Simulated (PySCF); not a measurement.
Sn(Cl)2 anion (Cl2Sn), SMILES [Cl][Sn][Cl] (connectivity only; charge and spin as stated), charge -1, multiplicity 2. Atoms are numbered in the order given.

```xyz
3

Sn     0.0000     0.0000     0.6691
Cl     0.0000    -1.9384    -0.9840
Cl     0.0000     1.9384    -0.9840
```
Charge -1, spin multiplicity 2.

Geometry: PBE0-D3(BJ)/def2-SVPD. The spin state was assumed, not searched. The isomer is the one that the SMILES or the coordinates give; other isomers of the formula were not compared. The def2 effective core potentials stand for the cores of Sn; spin–orbit coupling is left out.

Calculation: PySCF with PBE0-D3(BJ)/def2-SVPD.

Frequencies are harmonic and unscaled.

```json
[
 {"mode": "1", "ν (cm⁻¹)": "86", "IR (km/mol)": "0.8", "moving atoms (share of kinetic energy)": "Cl 86 %, Sn 14 %"},
 {"mode": "2", "ν (cm⁻¹)": "250", "IR (km/mol)": "101.0", "moving atoms (share of kinetic energy)": "Cl 74 %, Sn 26 %"},
 {"mode": "3", "ν (cm⁻¹)": "270", "IR (km/mol)": "54.6", "moving atoms (share of kinetic energy)": "Cl 77 %, Sn 23 %"}
]
```
